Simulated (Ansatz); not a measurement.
Diatomic ZnIn, multiplicity 2 (lowest of 2S+1 = 2, 4 at PBE0/def2-TZVPP; our sources give no spin for the ground state, which may be another). No spin–orbit coupling. Zn is treated without relativity.

Seven points along R, fitted to fifth degree in 1/R; most abundant isotopes. In def2 and cc sets the state is the lowest found near the PBE0 minimum, followed along R.

Run with Ansatz (Gaussian orbitals). Values without a source in brackets are computed. In def2 rows elements past Kr take small-core potentials, without spin–orbit coupling.

Energies at PBE/def2-TZVPP:

| R (Å) | E (hartree) |
|---|---|
| 2.663959 | -1969.26055617 |
| 2.735570 | -1969.26150063 |
| 2.801453 | -1969.26187718 |
| 2.875929 | -1969.26187743 |
| 2.950406 | -1969.26154734 |
| 3.036340 | -1969.26088352 |
| 3.136596 | -1969.25987074 |

Problem. With a reduced mass of 41.0758 u, find the minimum, the force constant and the constants.

Solution. A fifth-degree polynomial in 1/R puts the minimum at r_e = 2.8377 Å with force constant 30.6 N/m. Then ω_e = (1/2πc)√(k/μ) = 112 cm⁻¹ and B_e = h/(8π²cμr_e²) = 0.05096 cm⁻¹; the cubic and quartic terms give α_e = 0.00043 and ω_e x_e = 0.87 cm⁻¹.

Ansatz is a program for electronic structure.
